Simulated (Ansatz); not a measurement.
Molecular dynamics, step by step

H2TeSO2 (SMILES O=S=O.[TeH2]), closed shell, PBE0-D4/def2-SVP (Ansatz 0.2.0). Settings (timestep in fs, temperature in K; T counts 12 degrees of freedom):

```yaml
hamiltonian: {xc: pbe0, dispersion: d4}
md: {n_steps: 30, timestep: 1.0, temperature: 300, ensemble: nve, seed: 802, initial_velocities: maxwell_boltzmann}
```

Start (the SMILES describes the start alone):

O1  (-0.833, 0.187, -2.133)
S2  (0.013, 1.040, -1.347)
O3  (1.408, 0.713, -1.267)
Te4  (-0.874, -0.283, 1.698)
H5  (-0.394, -1.609, 0.830)
H6  (0.680, -0.048, 2.219)
(Å)

| step | time (fs) | potential energy less the start (meV) | kinetic energy (meV) | T (K) |
| --- | --- | --- | --- | --- |
| 0 | 0.00 | 0.0 | 155.1 | 300 |
| 2 | 2.00 | 33.9 | 122.1 | 236 |
| 4 | 4.00 | 64.9 | 92.1 | 178 |
| 6 | 6.00 | 39.6 | 116.8 | 226 |
| 8 | 8.00 | -7.4 | 162.4 | 314 |
| 10 | 10.00 | -4.3 | 159.6 | 309 |
| 12 | 12.00 | 33.4 | 123.2 | 238 |
| 14 | 14.00 | 42.8 | 113.2 | 219 |
| 16 | 16.00 | 48.8 | 106.8 | 207 |
| 18 | 18.00 | 72.3 | 84.2 | 163 |
| 20 | 20.00 | 68.2 | 88.6 | 171 |
| 22 | 22.00 | 21.3 | 134.5 | 260 |
| 24 | 24.00 | -9.1 | 163.9 | 317 |
| 26 | 26.00 | 25.9 | 129.8 | 251 |
| 28 | 28.00 | 71.6 | 85.2 | 165 |
| 30 | 30.00 | 73.6 | 82.4 | 159 |

Step 14, positions (Å) and forces (eV/Å):

| atom | x | y | z | Fx | Fy | Fz |
| --- | --- | --- | --- | --- | --- | --- |
| O1 | -0.899 | 0.144 | -2.083 | 1.441 | 1.208 | 0.985 |
| S2 | 0.012 | 1.051 | -1.320 | -0.433 | -1.336 | -0.874 |
| O3 | 1.440 | 0.695 | -1.213 | -1.024 | 0.119 | -0.172 |
| Te4 | -0.870 | -0.280 | 1.679 | -0.529 | 0.259 | 0.177 |
| H5 | -0.302 | -1.537 | 0.805 | 0.068 | -0.451 | -0.338 |
| H6 | 0.682 | 0.074 | 2.050 | 0.476 | 0.202 | 0.221 |

Step 20, positions (Å) and forces (eV/Å):

```
atom       x       y       z      Fx      Fy      Fz
  O1  -0.910   0.135  -2.054   1.603   1.335   1.030
  S2   0.015   1.051  -1.310  -1.068  -1.333  -0.969
  O3   1.431   0.688  -1.195  -0.554  -0.009  -0.155
 Te4  -0.869  -0.278   1.672   0.917  -0.297  -0.158
  H5  -0.298  -1.583   0.728  -0.205   0.566   0.400
  H6   0.736   0.190   2.042  -0.693  -0.262  -0.148
```

Step 28, positions (Å) and forces (eV/Å):

| atom | x | y | z | Fx | Fy | Fz |
| --- | --- | --- | --- | --- | --- | --- |
| O1 | -0.883 | 0.155 | -1.992 | -1.276 | -1.556 | -1.282 |
| S2 | 0.004 | 1.035 | -1.309 | 0.830 | 1.861 | 1.181 |
| O3 | 1.404 | 0.677 | -1.175 | 0.430 | -0.284 | -0.062 |
| Te4 | -0.865 | -0.277 | 1.662 | -1.199 | 0.403 | 0.462 |
| H5 | -0.334 | -1.490 | 0.730 | 0.398 | -0.558 | -0.429 |
| H6 | 0.626 | 0.260 | 1.994 | 0.816 | 0.134 | 0.130 |

Last step (30):

```
6
angstrom
O -0.8791 0.1552 -1.9805
S 0.0021 1.0342 -1.3069
O 1.3990 0.6730 -1.1710
Te -0.8644 -0.2761 1.6593
H -0.3166 -1.4967 0.7076
H 0.6439 0.2804 1.9885
```

Hardware: 4 CPU threads of an Intel Xeon Platinum 8488C, shared host. Wall time about 25 s.
